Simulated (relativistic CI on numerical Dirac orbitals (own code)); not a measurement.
## Line list: Forbidden lines, Os67+

Computed by Dirac-Coulomb-Breit CI, orbitals from a KLI potential per configuration, model QED, unscaled Slater integrals (own radial code, finite nucleus).

Configurations in the expansion (outside the closed core 1s2): 2s2 2p5, 2s 2p6, 2p6 3s, 2s2 2p4 3s, 2p6 3p, 2s2 2p4 3p, 2p6 3d, 2s2 2p4 3d, 2s 2p5 3s, 2s 2p5 3p, 2s 2p5 3d, 2s2 2p4 4s, 2s2 2p4 4p, 2s2 2p4 4d, 2s2 2p4 4f, 2s2 2p3 3s2, 2s2 2p3 3s 3p, 2s 2p5 4s, 2s2 2p4 5s, 2s 2p5 4p, 2s2 2p4 5p, 2s2 2p3 3s 3d, 2s2 2p3 3p2, 2s2 2p4 5d, 2s2 2p4 5f, 2s 2p5 4d, 2s2 2p4 5g, 2s 2p5 4f, 2s2 2p3 3p 3d, 2s 2p4 3s2, 2s2 2p3 3d2, 2s 2p4 3s 3p, 2s 2p4 3s 3d, 2s 2p4 3p2, 2s 2p5 5s, 2s 2p4 3p 3d. Levels of other configurations are missing.

| λ vac (nm) | Lower | Upper | Type | A (s⁻¹) | gf | Branching (%) |
| --- | --- | --- | --- | --- | --- | --- |
| 0.08614 | 2s2 2p5 2P°_1/2 [2] | 2s2 2p4 5f 2P°_3/2 [336] | E2 | 7.08e+12 | 3.15e-03 | 4.3 |
| 0.08625 | 2s2 2p5 2P°_1/2 [2] | 2s2 2p4 5f 2F°_5/2 [322] | E2 | 4.04e+12 | 2.70e-03 | 2.5 |
| 0.08631 | 2s2 2p5 2P°_3/2 [1] | 2s2 2p4 5f 2D°_5/2 [185] | E2 | 5.79e+12 | 3.88e-03 | 3.6 |
| 0.08631 | 2s2 2p5 2P°_3/2 [1] | 2s2 2p4 5f 2F°_7/2 [184] | E2 | 4.78e+12 | 4.27e-03 | 2.9 |
| 0.09556 | 2s2 2p5 2P°_1/2 [2] | 2s2 2p4 4f 2P°_3/2 [236] | E2 | 9.73e+12 | 5.33e-03 | 3.1 |
| 0.09577 | 2s2 2p5 2P°_3/2 [1] | 2s2 2p4 4f 2D°_5/2 [126] | E2 | 7.79e+12 | 6.42e-03 | 2.5 |
| 0.09577 | 2s2 2p5 2P°_3/2 [1] | 2s2 2p4 4f 2F°_7/2 [124] | E2 | 6.70e+12 | 7.37e-03 | 2.2 |
| 0.09624 | 2s 2p6 2S_1/2 [3] | 2s 2p5 4f 2D_3/2 [273] | E2 | 9.86e+12 | 5.48e-03 | 3.0 |
| 0.10435 | 2s2 2p5 2P°_3/2 [1] | 2s 2p5 3d 2D°_5/2 [84] | E2 | 6.75e+12 | 6.61e-03 | 17.8 |
| 0.10442 | 2s2 2p5 2P°_3/2 [1] | 2s 2p5 3d 2F°_7/2 [83] | E2 | 9.01e+12 | 1.18e-02 | 21.9 |
| 0.10455 | 2s 2p6 2S_1/2 [3] | 2p6 3d 2D_5/2 [147] | E2 | 1.07e+13 | 1.05e-02 | 16.5 |
| 0.10459 | 2s2 2p5 2P°_1/2 [2] | 2s 2p5 3d 2P°_3/2 [144] | E2 | 1.49e+13 | 9.77e-03 | 34.0 |
| 0.10460 | 2s2 2p5 2P°_1/2 [2] | 2s 2p5 3d 2F°_5/2 [143] | E2 | 1.16e+13 | 1.14e-02 | 29.7 |
| 0.10501 | 2s2 2p5 2P°_1/2 [2] | 2s 2p5 3d 4P°_5/2 [141] | E2 | 3.68e+12 | 3.65e-03 | 12.3 |
| 0.10513 | 2s2 2p5 2P°_3/2 [1] | 2s 2p5 3d 2D°_5/2 [80] | E2 | 9.86e+12 | 9.80e-03 | 39.2 |
| 0.10513 | 2s2 2p5 2P°_3/2 [1] | 2s 2p5 3d 4D°_7/2 [79] | E2 | 5.40e+12 | 7.16e-03 | 29.4 |
| 0.10537 | 2s2 2p5 2P°_3/2 [1] | 2s 2p5 3d 2P°_1/2 [76] | E2 | 9.72e+12 | 3.24e-03 | 7.6 |
| 0.10549 | 2s 2p6 2S_1/2 [3] | 2p6 3d 2D_3/2 [146] | E2 | 1.04e+13 | 6.97e-03 | 14.6 |
| 0.10561 | 2s2 2p5 2P°_1/2 [2] | 2s 2p5 3d 2F°_5/2 [138] | E2 | 6.14e+12 | 6.16e-03 | 17.1 |
| 0.10615 | 2s2 2p5 2P°_3/2 [1] | 2s 2p5 3d 2F°_7/2 [73] | E2 | 6.81e+12 | 9.20e-03 | 32.5 |

Terms are leading LS components. Brackets give the number of a level in order of energy, since labels repeat. The list gives strong lines, with weight on those to low levels, among the lowest 384 of 1520 levels, so that lines to higher ones, which can be the strongest, are missing. Levels whose partners in the same complex of configurations lie outside the list can be far off, and so can their lines. Rates are taken at the computed energies, electric ones in the length gauge.

At this charge energies of transitions that change n are usually good to better than 1 %, and those within a shell (Δn = 0) to a few per cent.

LS names give the leading component of a level, which can be under half, so a name can repeat, a term be missing and a line seem to break the LS rules.
